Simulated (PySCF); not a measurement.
An EPR job on `ClB(Cl)[C-]1[CH]C=CC=C1` [radical].

Computed with UKS B3LYP, pcH-1 on B C Cl H, non-relativistic, mean-field spin-orbit, GIAO (PySCF 2.14.0). Geometry: GFN2-xTB. A driver script takes a list of jobs; this job's settings line and coordinates (Å) are shown.

Command:
```bash
OMP_NUM_THREADS=1 python probes_run.py task.json out
```

Input:
```
{"job": {"kind": "epr", "basis": "pcH-1"}, "charge": -1, "multiplicity": 2}
Cl     2.905483    -2.178982    -0.454272
B      2.264778    -0.499817    -0.342130
Cl     3.537298     0.761518    -0.522434
C      0.829681    -0.184368    -0.125570
C      0.340127     1.160270    -0.039943
C     -0.981506     1.445378     0.160121
C     -1.929388     0.425968     0.292014
C     -1.492473    -0.899643     0.210701
C     -0.173870    -1.198787     0.010776
H      1.056242     1.966819    -0.140435
H     -1.306022     2.480398     0.216627
H     -2.974712     0.657429     0.453517
H     -2.216740    -1.703115     0.307718
H      0.140425    -2.233541    -0.048855
```

Q: What does the run print?

A: 
```
UKS, coarse grid
  cycle   1  E = -1176.94559437  |g| = 4.27e-01
  cycle   2  E = -1176.89002064  |g| = 5.36e-01
  cycle   3  E = -1177.04168743  |g| = 8.45e-02
  cycle   4  E = -1177.04514810  |g| = 4.23e-02
  cycle   5  E = -1177.04602715  |g| = 9.61e-03
  cycle   6  E = -1177.04607241  |g| = 7.44e-03
  cycle   7  E = -1177.04610879  |g| = 2.88e-03
  cycle   8  E = -1177.04611646  |g| = 1.69e-03
  cycle   9  E = -1177.04612052  |g| = 4.85e-04
UKS, final grid
  cycle   1  E = -1177.04611735  |g| = 5.30e-04
  cycle   2  E = -1177.04611729  |g| = 7.47e-04
  cycle   3  E = -1177.04611756  |g| = 8.87e-05
  cycle   4  E = -1177.04611757  |g| = 8.33e-05
  cycle   5  E = -1177.04611758  |g| = 5.00e-05
  cycle   6  E = -1177.04611758  |g| = 8.25e-06
E = -1177.04611758 Eh   <S^2> = 0.7643 (exact 0.7500)
g shifts (ppm)      1          2          3
  rmc          -138       -138       -138
  gc             -0         30         31
  oz_so        -370       2438       4272
  total        -508       2330       4165
hyperfine (MHz)  atom isotope    a_iso     a_fc   dipolar eigenvalues
    0  35Cl       2.13       2.14    -10.79     -6.39     17.18
    1   11B      32.87      32.66    -28.25    -27.13     55.37
    2  35Cl       2.12       2.13    -10.78     -6.39     17.17
    3   13C     -26.51     -26.45     -4.28     -3.66      7.94
    4   13C      14.57      14.61    -14.92    -14.33     29.25
    5   13C     -19.03     -19.04     -9.45      3.83      5.62
    6   13C      26.87      26.90    -25.12    -23.53     48.65
    7   13C     -19.05     -19.06     -9.48      3.85      5.64
    8   13C      14.60      14.64    -14.94    -14.36     29.30
    9    1H     -12.77     -12.77     -4.97     -1.81      6.78
   10    1H       3.63       3.62     -2.31      0.15      2.16
   11    1H     -20.61     -20.62    -12.70      0.63     12.07
   12    1H       3.64       3.64     -2.31      0.14      2.17
   13    1H     -12.78     -12.78     -5.00     -1.80      6.80
```

rmc, gc and oz_so are the mass-correction, gauge-correction and orbital-Zeeman/spin–orbit parts of the g shift along its three principal axes; a_iso is the isotropic hyperfine coupling and a_fc its Fermi-contact part. Atoms in this output count from 0.

Q: How far is ⟨S²⟩ from the pure-spin value?

A: S = 0.5 gives S(S+1) = 0.75; the run has 0.7643, 0.0143 more.

Q: Get g_iso from the total shifts.

A: Their mean is 1995 ppm; added to g_e = 2.002319 it gives 2.00431.

Main results: ⟨S²⟩ 0.764; g_iso 2.0043.

Whether the extra electron is bound in the gas phase wasn't checked; a finite basis holds it in any case.

The run took 1.8 min (grids of density and orbitals included) on an Arm Neoverse V2 with one thread (shared host), and the process peaked at 1.1 GiB of memory.
Labels such as C1 count atoms from 1, the log's own numbers from 0.
